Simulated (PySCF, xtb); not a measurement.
B(F)2(NH2) (BF2H2N), SMILES B(F)(N)F.

GFN2-xTB (xtb 6.7.1) at its own geometry gives an orbital gap of 7.42 eV and a dipole moment of 3.52 D.

Geometry optimised at B3LYP-D3(BJ)/def2-SVP. One conformer was computed; it need not be the lowest.

**Question.** What does PySCF with CAM-B3LYP/def2-TZVPD give? (Estimate from the structure and the level; the computed values follow.)

**Answer.** gap 10.51 eV (levels -10.19 and 0.32 eV), dipole 2.72 D.
